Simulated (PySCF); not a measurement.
**TDDFT excited states: PbF4**

Compound: PbF₄.
Structure used (PBE0-D3(BJ)/def2-SVP), in Å, numbered top down from 1:
```xyz
5
PbF4 angstrom
Pb     0.0001   -0.0021    0.0058
F     -0.1751   -0.1554    1.9955
F      1.9241   -0.0086   -0.5507
F     -0.8360    1.7204   -0.5803
F     -0.9131   -1.5543   -0.8702
```

Method used: TDDFT PBE0/def2-SVPD, vertical, gas phase, core orbitals frozen in the response, def2 core potentials past Kr (PySCF). Spin–orbit coupling is left out.

```tsv
state	E (eV)	λ (nm)	ν̃ (cm⁻¹)	f	|μ| (D)	main configurations (H = HOMO, L = LUMO)
S1	4.60	269.3	37140	0.0000	0.03	H-3→L (97%)
S2	4.61	268.8	37200	0.0000	0.03	H-4→L (97%)
S3	4.62	268.5	37240	0.0001	0.05	H-5→L (97%)
S4	4.67	265.7	37630	0.0000	0.01	H-6→L (99%)
S5	4.67	265.3	37700	0.0000	0.01	H-7→L (99%)
S6	4.83	256.6	38980	0.041	1.49	H→L (82%), H-8→L (13%)
S7	4.83	256.5	38990	0.040	1.48	H-2/H-1→L (≥79%), H-9→L (13%)
S8	4.84	256.4	39000	0.040	1.47	H-2/H-1→L (≥79%), H-10→L (12%)
S9	6.88	180.1	55520	0.155	2.43	H-8→L (81%), H→L (12%)
```

Triplets, Tamm–Dancoff:

| state | E (eV) | λ (nm) | main configurations (H = HOMO, L = LUMO) |
| --- | --- | --- | --- |
| T1 | 3.90 | 317.7 | H→L (96%) |
| T2 | 3.92 | 316.2 | H-2/H-1→L (≥96%) |
| T3 | 3.93 | 315.4 | H-2/H-1→L (≥96%) |

The lowest singlet level (S1/S2/S3) comes at 269 nm (444 kJ/mol) in the ultraviolet; it is dark (f under 0.0005). The most intense listed level is S9 at 6.88 eV (180 nm, f = 0.155), 2.28 eV above S1. It is the last of those listed, so stronger ones may follow. S1/S2/S3, S4/S5 and S6/S7/S8 lie within about 0.01 eV of each other in each set. Löwdin shares by element: HOMO (one of a set within 0.03 eV) fluorine 95%; LUMO fluorine 52% or more, lead 32% (atoms not listed hold the other 17%). The listed states span 2.28 eV, and the widest gap between neighbours is 2.05 eV (S8 to S9). Orbital energies (eV): HOMO-3 -12.42, HOMO-2 -12.32, HOMO-1 -12.31, HOMO -12.29, LUMO -5.97, LUMO+1 -0.30, LUMO+2 -0.20. Of the 9 states listed, 4 reach f = 0.01 and 5 stay under 0.0005. The vertical ionisation energy (ΔSCF) is 14.49 eV, 7.61 eV above S9. Orbitals of the list HOMO-3 to LUMO+2 that lie within 0.01 eV of each other are written together with a slash and their weights summed (≥ marks a lower bound); for degenerate orbitals outside that list single weights are arbitrary. Singlets were solved by full linear response, triplets in the Tamm–Dancoff approximation. The highest level found (6.91 eV, f 0.162 so far) is left out, since the window may have cut off a degenerate partner.
